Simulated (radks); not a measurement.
The numbers below are computed, except where a source is named.
Spherical jellium clusters: N electrons in a uniform positive sphere of charge N and radius rs N^(1/3), rs = 4.55 bohr. Level of theory: non-relativistic Kohn-Sham, LDA (Slater exchange, Perdew-Wang correlation), spin-polarised, spherical densities (a radial shooting solver with Libxc functionals). Levels are named by radial order and angular momentum (1s, 1p, 1d, 2s, ...), and open shells are averaged over m.

N = 27, configuration 1s2 1p6 1d10 2s2 1f(up 7, down 0). This is the lowest configuration that the search found. Occupied and some empty levels:

level    occupation  eigenvalue (eV)  <r> (bohr)
1s up             1          -4.5477       8.546
1s down           1          -4.3494       7.924
1p up             3          -4.0677       9.889
1p down           3          -3.7899       9.625
1d up             5          -3.4323       10.78
1d down           5          -3.1181       10.71
2s up             1          -3.0283       8.276
2s down           1          -2.8823       8.658
1f up             7          -2.6635       11.52
1f down           0          -2.3381       11.56
2p up             0          -2.0705       9.866
2p down           0          -1.9234       10.00
1g up             0          -1.7845       12.22
1g down           0          -1.4663       12.37
2d up             0          -1.1463       11.82
2d down           0         -0.99075       12.02

Energy (eV): total -50.7975, kinetic 38.098, external -1730.9, Hartree 859.95, exchange-correlation -89.867, background 871.96.
